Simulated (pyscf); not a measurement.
**`[CH]#[C][CH2]`, doublet**

Gas-phase minimum from PySCF at ωB97X-D3(BJ)/def2-SVP, one conformer. Other isomers of HC≡C–CH₂• were not searched in full and may lie lower. 

```xyz
6

C     -2.4588    -0.0124     0.4340
C     -1.2933    -0.0430     0.0459
C      0.0154    -0.0786    -0.3890
H     -3.4796     0.0151     0.7724
H      0.5758    -1.0176    -0.3911
H      0.5111     0.8315    -0.7379
```
Charge 0, spin multiplicity 2.

Bonded distances (Å): C1–C2 1.229, C1–H4 1.076, C2–C3 1.380, C3–H5 1.093, C3–H6 1.093. Angles (°): C2–C1–H4 179.9, C1–C2–C3 179.9, C2–C3–H5 120.6, C2–C3–H6 120.6, H5–C3–H6 118.8.

Properties at ωB97X-D3(BJ)/def2-SVP:

Harmonic wavenumbers, unscaled: 359, 417, 563, 680, 697, 1016, 1089, 1443, 2031, 3179, 3290, 3474 cm⁻¹
Zero-point energy: 26.1 kcal/mol
Rotational symmetry number: 2
Entropy of this conformer at 298 K and 1 atm, rigid rotor and harmonic oscillator, modes under 100 cm⁻¹ raised to 100: 252.7 J/(mol K)
Dipole moment: 0.06 D
Spin expectation value S2: 0.782

Single-point totals, which compare only within one level (frozen core for MP2 and CC):

```json
[
 {"level": "ωB97X-D3(BJ)/def2-TZVP", "total energy (hartree)": "-116.09284"},
 {"level": "PBE/def2-TZVP", "total energy (hartree)": "-115.88721"},
 {"level": "r²SCAN/def2-TZVP", "total energy (hartree)": "-115.97421"},
 {"level": "B3LYP-D3(BJ)/def2-TZVP", "total energy (hartree)": "-116.05671"},
 {"level": "PBE0-D3(BJ)/def2-TZVP", "total energy (hartree)": "-115.89851"},
 {"level": "M06-2X/def2-TZVP", "total energy (hartree)": "-115.98623"},
 {"level": "ωB97M-D3(BJ)/def2-TZVP", "total energy (hartree)": "-116.07612"},
 {"level": "UHF/def2-TZVPP", "total energy (hartree)": "-115.29598"},
 {"level": "MP2/def2-TZVPP", "total energy (hartree)": "-115.72036"},
 {"level": "CCSD/def2-TZVPP", "total energy (hartree)": "-115.75765"},
 {"level": "CCSD(T)/def2-TZVPP", "total energy (hartree)": "-115.78020"}
]
```

The CCSD(T) − MP2 part came from Ansatz, without density fitting, on the same reference. A UHF reference is spin-contaminated (<S²> up to 0.98), which harms MP2 most.
